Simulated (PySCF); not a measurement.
Vertical excitations of a molecule C3H7BN2 from TDA-PBE/def2-SVPD (PySCF 2.14.0), as energy in eV (oscillator strength): 4.70 (0.023), 5.13 (0.002), 5.77 (0.000), 5.88 (0.000), 5.98 (0.000), 6.06 (0.005), 6.24 (0.134), 6.53 (0.084), 6.60 (0.004), 6.70 (0.017). Lowest triplet (TDA): 3.97 eV. Coordinates come from a PBE-D3(BJ)/def2-SVP optimisation. The values are those of a single conformer.

Problem. Pick the molecule that these values belong to.
(A) NB1C=NCC1
(B) C=C1CNB1N
(C) NB1C=CCN1
(D) CB(N)CC#N

Solution. B, C=C1CNB1N
